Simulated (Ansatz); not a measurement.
Ansatz (a first-principles code) input for WOBr3, SMILES [Br][W]([Br])([Br])=[O] (connectivity only; charge and spin as stated), neutral, multiplicity 2, CAM-B3LYP/def2-TZVPD. Geometry: r2SCAN-D4/def2-SVP. The multiplicity is an assumed one; other spin states were not compared. The def2 effective core potentials stand for the cores of W; spin–orbit coupling is left out.

Ansatz 0.2 input:
```yaml
crystal:
  periodic: [false, false, false]
  atoms:
    - {symbol: W, position_ang: [-0.08955257, -0.41408792, -0.00000000]}
    - {symbol: O, position_ang: [0.07938643, -2.09604628, 0.00000000]}
    - {symbol: Br, position_ang: [-2.33722666, 0.48429599, 0.00000001]}
    - {symbol: Br, position_ang: [1.25421044, 0.43515024, -1.83005668]}
    - {symbol: Br, position_ang: [1.25421047, 0.43515024, 1.83005667]}
basis:
  gaussian:
    orbitals: def2-TZVPD
hamiltonian:
  xc: {name: CAM-B3LYP}
magnetization: {spin_polarized: true, initial_magnetization: 1}
```

It prints:

```
WARN ansatz: RAYON_NUM_THREADS=2 ignored (pool sized by the plan → 2); use --threads N
Functional definition: CAM-B3LYP
integrals: 0.43 GiB planned
1945 factors; their error is unknown
integrals: 0.46 GiB planned
388 factors; integrals over basis functions are off by at most 3.6e-5 eV
mean field: 4.71 GiB planned
the host lacks memory for fits, so the integrals are decomposed
integrals: 0.57 GiB planned
1707 factors; integrals over basis functions are off by at most 1.0e-3 eV
integrals: 0.72 GiB planned
388 factors; integrals over basis functions are off by at most 3.6e-5 eV
mean field: 4.47 GiB planned
mean field evaluation 1: about -214017.3820 eV, gradient 5.0e1 eV
mean field evaluation 2: about -213918.7772 eV, gradient 1.7e2 eV
mean field evaluation 4: about -214026.2205 eV, gradient 3.2e0 eV
mean field evaluation 8: about -214026.3857 eV, gradient 6.9e-1 eV
mean field evaluation 16: about -214026.3896 eV, gradient 5.1e-3 eV
mean field evaluation 32: about -214026.1315 eV, gradient 2.7e0 eV
mean field -214026.38958421 eV, -7865.3247449225 hartree, gradient 1.2e-5 eV, S^2 0.755428; 1 other end points of the search recorded, 0 dependent functions left out
reference -214026.38973647 eV, -7865.3247505177 hartree; 64, 63 occupied and 190, 191 virtual orbitals, 1707 factors
Total energy: -214026.38973647 eV, -7865.3247505177 hartree
```

The run converged.

Cost: about 110 core-seconds (a rough figure).
